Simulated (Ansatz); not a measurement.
Basis sets compared for Ag6Sb⁺ (the lowest singlet isomer of a short search). Charge 1, multiplicity 1. Geometry r2SCAN-D4/def2-SVP. Ansatz on 4 threads of Intel Xeon 6975P-C on a shared host; times are rough, and most runs start from earlier orbitals.

```
atom   x (Å)   y (Å)   z (Å)
 Sb1  -1.076   0.957   1.752
 Ag2   0.532  -1.214   1.939
 Ag3   1.521   1.392   1.124
 Ag4   1.303  -0.753  -0.830
 Ag5  -1.397  -1.047  -0.182
 Ag6  -0.414  -0.737  -2.855
 Ag7  -0.469   1.402  -0.948
```

In the def2 sets Ag, Sb take a core potential; there is no spin–orbit coupling. The restricted singlet is unstable towards broken spin symmetry in Hartree–Fock (as tested in another run); at PBE-D4/def2-SVP, PBE0-D4/def2-SVP, PBE0-D4/def2-TZVP this wasn't settled. No other spin state of charge 1 was run. The structure comes from a short search, and lower isomers may exist.

```csv
level,functions,energy (Eh),HOMO (eV),LUMO (eV),wall time
PBE-D4/def2-SVP,212,-1122.0782,-8.53,-7.66,3.3 s
PBE0-D4/def2-SVP,212,-1121.9667,-9.02,-6.91,7 s
```

Task: Estimate the rows for PBE-D4/def2-TZVP (with forces), PBE0-D4/def2-TZVP.

Result: 
```csv
level,functions,energy (Eh),HOMO (eV),LUMO (eV),wall time
PBE-D4/def2-TZVP (with forces),290,-1122.3206,-8.54,-7.66,6.5 s
PBE0-D4/def2-TZVP,290,-1122.1982,-9.01,-6.90,12 s
```
